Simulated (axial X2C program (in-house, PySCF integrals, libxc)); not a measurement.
**Correcting the dissociation energy of Sb₂⁺ for spin–orbit coupling**

A spin-free CCSD(T) curve (one-electron X2C) was computed with an axial X2C code built on PySCF integrals, basis Sb dyall-cv3z [11s12p8d4f1g] (cores contracted in-house), for the state M_S = 1/2, Λ = 1 (beyond evenly filled blocks: π+α, π+β, π-α). It gives D0 = 2.972 eV to Sb+ + Sb, which in a spin-free picture are the weighted means of the ground terms.

Correlated methods: 9 electrons correlated (number of frozen shells: Sb 4 s, 3 p, 2 d), 319 virtual spin orbitals or spinors in MP2, 90 natural virtuals in coupled cluster.

Measured levels of the ground terms (NIST Handbook of Basic Atomic Spectroscopic Data), in cm⁻¹: Sb+ 3P: J = 0 at 0, J = 1 at 3054.6, J = 2 at 5658.2; Sb 4S: J = 3/2 at 0.

The two components of the molecular doublet are 3419 cm⁻¹ apart in the PBE0 2c search (Ω = 3/2 lower), so the lower one lies 1710 cm⁻¹ under their mean.

(1) How far does each ground level lie under the (2J+1)-weighted mean of its term?

(2) Correct D0.

Second-order spin–orbit effects in the molecule, which grow quickly with Z, are left out. The state is one determinant whose occupation by symmetry is held fixed; it was picked as the lowest of a PBE0 search that is not exhaustive. Dissociation energies refer to the lowest single-determinant-based atoms at the same level and basis. CCSD and (T) use frozen natural virtuals with an MP2 correction for the truncation; (T) itself is uncorrected, so its De runs slightly low. With the outer-core shells frozen, correlated bond lengths of heavy atoms tend to come out a few hundredths of an ångström too long.

## Answers

(1) Sb+: (1 × 0 + 3 × 3054.6 + 5 × 5658.2)/9 = 4162 cm⁻¹; Sb: a single level, 0.

(2) D0 = 2.972 + (1710 − 4162)/8065.5 = 2.668 eV at CCSD(T) with these spin–orbit terms.
